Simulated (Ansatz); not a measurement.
The cluster Hf2O5H2. The state is a singlet with charge 0. Geometry r2SCAN-D4/def2-SVP, basis def2-TZVP, Ansatz.

```xyz
9

Hf   -0.288   -1.687   -0.592
Hf    0.614    1.149   -0.267
O    -1.117   -3.504   -0.399
O    -0.874    0.148   -1.094
O     0.246    2.440    1.134
O     1.223   -0.667    0.208
O    -1.428   -2.526    0.715
H    -0.093    2.847    1.933
H     1.717    1.800   -1.637
```

```json
{"run": "A", "HOMO (eV)": "-7.19", "LUMO (eV)": "-2.66"}
{"run": "B", "HOMO (eV)": "-6.51", "LUMO (eV)": "-2.80"}
{"run": "C", "HOMO (eV)": "-5.93", "LUMO (eV)": "-3.04"}
{"run": "D", "HOMO (eV)": "-6.03", "LUMO (eV)": "-3.31"}
{"run": "E", "HOMO (eV)": "-9.96", "LUMO (eV)": "-0.63"}
{"run": "F", "HOMO (eV)": "-5.68", "LUMO (eV)": "-3.39"}
```

In the def2 sets Hf takes a core potential; there is no spin–orbit coupling. LC-ωPBE has ω = 0.4 bohr⁻¹. The structure holds one bond between oxygen atoms, so isomers without such links may lie far lower. The structure comes from a short search, and lower isomers may exist.

Task: The runs used B97M-V, LC-ωPBE, PBE, PBE0, r2SCAN, r2SCANh. Estimate which is which.

Result: A PBE0 (25 % exact exchange); B r2SCANh (10 % exact exchange); C r2SCAN (0 % exact exchange); D B97M-V (0 % exact exchange); E LC-ωPBE (range-separated); F PBE (0 % exact exchange). Exact exchange lowers occupied and raises empty levels; among semilocal functionals meta-GGAs tend to open the gap a little, and such runs are hard to tell apart. The gap grows from 2.29 eV (PBE) to 9.33 eV (LC-ωPBE).
